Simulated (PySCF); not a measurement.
Spinor energies of Cs (caesium, neutral)

Start: [Xe] 5d1; 5d5/2 filled at m_j = +5/2. Calculated with PySCF 2.14 in x2c-TZVPall-2c: generalised Hartree-Fock with the X2C-1e Hamiltonian and a Gaussian nucleus; one run each with spin-orbit coupling (SO) switched off, then screened by Boettger's factors. This is a chosen level, not necessarily the ground level.

```
spinor shell  electrons  ε, spin-free (eV)  ε, screened SO (eV)  weight of nominal j (screened SO)  rms radius, screened SO (bohr)
       1s1/2          2           -36160.2             -36156.1                              1.000                          0.0298
       2s1/2          2            -5777.0              -5775.7                              1.000                           0.121
       2p1/2          2            -5175.2              -5421.0                              1.000                           0.105
       2p3/2          4            -5175.2              -5065.5                              1.000                           0.110
       3s1/2          2            -1246.1              -1245.7                              1.000                           0.318
       3p1/2          2            -1047.9              -1096.2                              1.000                           0.310
       3p3/2          4            -1047.9              -1026.1                              1.000                           0.322
       3d3/2          4            -757.31              -765.88                              1.000                           0.294
       3d5/2          6            -757.31              -751.23                              1.000                           0.298
       4s1/2          2            -254.40              -254.30                              1.000                           0.738
       4p1/2          2            -188.34              -198.26                              1.000                           0.769
       4p3/2          4            -188.34              -183.84                              1.000                           0.796
       4d3/2          4            -89.066              -90.484                              1.000                           0.896
       4d5/2          6            -89.066              -88.041                              1.000                           0.907
       5s1/2          2            -36.130              -36.122                              1.000                            1.88
       5p1/2          2            -19.081              -20.321                              0.999                            2.16
       5p3/2          4            -19.081              -18.531                              0.999                            2.26
       5d5/2          1             -1.771               -1.772                              1.000                            8.20
```

```csv
quantity,spin-free,screened SO
E (hartree),-7781.74544,-7784.47417
M_J,5/2,5/2
⟨J²⟩,8.751,8.751
⟨L²⟩,6.001,6.036
⟨S²⟩,0.750,0.786
```

Breit and QED terms are absent; they matter most for the inner s and p1/2 levels.

Densities and radii are taken from the X2C orbitals without a picture-change correction, which distorts them close to the nucleus.

Without spin-orbit coupling the j labels of p, d and f shells carry no meaning; the spin-free column gives the mean over the occupied spinors of each nl shell.
